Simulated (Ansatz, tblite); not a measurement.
Cost and result up the ladder for SnH2MeF (CH5FSn) (8 atoms). Charge 0, multiplicity 1. Geometry: PBE-D4/def2-TZVP.

```xyz
8

Sn    0.855   -0.368    0.283
H     1.316   -1.873   -0.412
H     1.232   -0.260    1.959
C    -1.112    0.303   -0.246
H    -1.867   -0.408    0.115
H    -1.176    0.381   -1.338
H    -1.290    1.287    0.203
F     2.043    0.938   -0.563
```

Ansatz on 4 threads of Arm Neoverse V1 on a shared host; xTB runs through tblite on one thread. Times are rough, summed over both states, and most runs start from the orbitals of an earlier one. PBE0-D4/def2-TZVP serves as the yardstick here, not as an exact answer. The other state is a doublet.

In the def2 sets Sn takes a core potential; there is no spin–orbit coupling. The xTB rows come from tblite.

Raw xTB energies of ions are shifted by several eV.

```csv
level,functions,vertical IE (eV),difference from PBE0-D4/def2-TZVP (eV)
PBE0-D4/def2-TZVP,142,10.82,0.00
PBE-D4/def2-TZVP (with forces),142,10.49,-0.33
r2SCAN-D4/def2-TZVP,142,10.61,-0.21
GFN1-xTB,27,15.64,4.82
GFN2-xTB,22,14.88,4.05
```

Problem. Estimate how long each takes.

Solution. GFN2-xTB 0.008 s; GFN1-xTB 0.009 s; PBE-D4/def2-TZVP (with forces) 3.5 s; PBE0-D4/def2-TZVP 4.2 s; r2SCAN-D4/def2-TZVP 7.3 s. On shared hardware such times vary by a factor of up to 3.
